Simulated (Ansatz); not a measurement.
A run for Ansatz (a program for electronic structure): R-CCSD(T)/aug-cc-pV(T+d)Z on HF (SMILES F) with ghost functions, monomers drawn apart or pushed together. Files ending in .json are basis or fitting sets from the Basis Set Exchange.

Ansatz 0.2 input:
```yaml
crystal:
  periodic: [false, false, false]
  atoms:
    - {symbol: F, position_ang: [0.00360347, -0.14085454, -0.34291483]}
    - {symbol: H, position_ang: [0.12754265, -0.35383949, 0.56339649]}
basis:
  gaussian:
    orbitals: aug-cc-pV_T+d_Z.json
    ghost_atoms:
      - {symbol: S, position_ang: [0.37641451, -0.84785560, 3.65263718]}
      - {symbol: H, position_ang: [-0.93363518, -0.64403419, 3.87138821]}
      - {symbol: H, position_ang: [0.68519555, 0.43295995, 3.91674546]}
magnetization: {spin_polarized: false}
correlation: {method: ccsd_t, electrons: outside_noble_gas}
scf: {lower_state_search: off}
```

Program output:

```
WARN ansatz: RAYON_NUM_THREADS=1 ignored (pool sized by the plan → 1); use --threads N
Functional definition: HF
these checks for a lower state are left out or cut short: stability, starts, cluster_reference, orbital_swaps, neighbouring_geometries, increment
integrals: 0.50 GiB planned
975 factors; integrals over basis functions are off by at most 1.3e-3 eV
mean field: 0.28 GiB planned
mean field evaluation 1: about -2721.7758 eV, gradient 2.5e1 eV
mean field evaluation 2: about -2721.7757 eV, gradient 2.5e1 eV
mean field evaluation 4: about -2722.7555 eV, gradient 1.2e0 eV
mean field evaluation 8: about -2722.7606 eV, gradient 6.0e-5 eV
mean field -2722.76058575 eV, -100.0596059730 hartree, gradient 2.3e-6 eV, S^2 0.000000; 0 other end points of the search recorded, 0 dependent functions left out
1 core orbitals not correlated
reference -2722.76058575 eV, -100.0596059730 hartree; 4, 4 occupied and 165, 165 virtual orbitals, 975 factors
second order -7.64906285 eV of doubles, -0.00000000 eV of singles
coupled cluster: 1.36 GiB planned
cycle   1  -7.52202342 eV  change    1.3e-1 eV  update   4.8e-2
cycle   2  -7.64965432 eV  change   -1.3e-1 eV  update   1.3e-2
cycle   3  -7.68175891 eV  change   -3.2e-2 eV  update   5.8e-3
cycle   4  -7.67650087 eV  change    5.3e-3 eV  update   9.6e-4
cycle   5  -7.67617787 eV  change    3.2e-4 eV  update   3.1e-4
cycle   6  -7.67629319 eV  change   -1.2e-4 eV  update   8.1e-5
cycle   7  -7.67627003 eV  change    2.3e-5 eV  update   2.6e-5
cycle   8  -7.67625871 eV  change    1.1e-5 eV  update   7.1e-6
cycle   9  -7.67625690 eV  change    1.8e-6 eV  update   2.3e-6
perturbative correction -0.20847099 eV, -0.0076611675 hartree
Total energy: -2730.64531364 eV, -100.3493643783 hartree
Checks for a lower state left out: stability, starts, cluster_reference, orbital_swaps, neighbouring_geometries, increment
```

The run converged.

Cost: around 17 core-seconds (rough).
